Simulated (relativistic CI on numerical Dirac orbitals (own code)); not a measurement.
## What each ingredient does to the levels of Ta⁵⁴⁺

Base calculation: Dirac-Coulomb-Breit CI, KLI orbitals optimised for each configuration, model QED, unscaled Slater integrals.

CI space (outside the closed core [Ne]): 3s2 3p6 3d, 3s2 3p5 3d2, 3s 3p6 3d2, 3s2 3p6 4s, 3s2 3p6 4p, 3s2 3p6 4d, 3s2 3p5 3d 4s, 3s2 3p6 4f, 3s2 3p5 3d 4p, 3s2 3p5 3d 4d, 3s 3p6 3d 4s, 3p6 3d2 4p, 3s2 3p5 3d 4f, 3s 3p6 3d 4p, 3s 3p6 3d 4d, 3s2 3p6 5s, 3s 3p6 3d 4f, 3s2 3p6 5p, 3s2 3p6 5d, 3s2 3p6 5f, 3s2 3p6 5g, 3p6 3d3, 3p5 3d4, 3p5 3d3 4s, 3p6 3d2 4s, 3p5 3d2 4s2, 3p6 3d2 4d, 3p5 3d3 4d, 3p5 3d2 4s 4d. Double excitations out of closed p, d and f shells are left out; levels of such configurations are missing from the list, as are those of other unlisted configurations, and high levels can miss mixing partners. These lack a partner that the ground configuration has and come out too high: 3s2 3p5 3d 4p, 3s2 3p5 3d 4f.

Variants: (1) configuration mixing switched off; (2) only the first 3 configurations. Shifts of the energy above 3s2 3p6 3d 2D_3/2, in eV, for the lowest level and the first level of each name with at least 55 % of one term (blank where a level changes its place among those of its configuration and J or its character, or is not in the variant):

| Level | Base | Δ(1) | Δ(2) |
| --- | --- | --- | --- |
| 3s2 3p6 3d 2D_3/2 | 0.000 | 0.000 | 0.000 |
| 3s2 3p6 3d 2D_5/2 | 72.583 | +0.028 | +0.012 |
| 3s2 3p5 3d2 4D°_1/2 | 250.424 | -0.995 | -0.789 |
| 3s2 3p5 3d2 4G°_9/2 | 320.115 | -0.840 | -0.634 |
| 3s2 3p5 3d2 2H°_11/2 | 330.884 | -0.797 | -0.591 |
| 3s2 3p5 3d2 2G°_9/2 | 348.372 | -0.945 | -0.739 |
| 3s2 3p5 3d2 2F°_5/2 | 374.494 | -0.613 | -0.407 |
| 3s2 3p5 3d2 2P°_1/2 | 381.312 | -0.903 | -0.697 |
| 3s2 3p5 3d2 4G°_11/2 | 393.099 | -0.797 | -0.591 |
| 3s 3p6 3d2 4F_3/2 | 789.690 | -0.652 | -0.400 |
| 3s 3p6 3d2 4P_1/2 | 818.849 | -0.572 | -0.366 |
| 3s 3p6 3d2 4F_7/2 | 859.406 | -0.657 | -0.451 |
| 3s 3p6 3d2 4P_3/2 | 870.555 | -0.638 | -0.414 |
| 3s 3p6 3d2 2G_9/2 | 875.538 | -0.636 | -0.430 |
| 3s 3p6 3d2 2F_5/2 | 879.329 | -0.745 | -0.523 |
| 3s 3p6 3d2 2G_7/2 | 885.054 | -0.665 | -0.459 |
| 3s 3p6 3d2 2P_1/2 | 892.897 | -0.236 | -0.030 |
| 3s 3p6 3d2 4F_9/2 | 935.444 | -0.642 | -0.436 |

At this charge energies of transitions that change n are usually good to better than 1 %, and those within a shell (Δn = 0) to a few per cent.

Ionisation energy from the two ground configurations alone: base 5158.88 eV. The NIST ASD value (theoretical) is 5159 eV.

LS names give the leading component of a level, which can be under half, so a name can repeat, a term be missing and a line seem to break the LS rules.
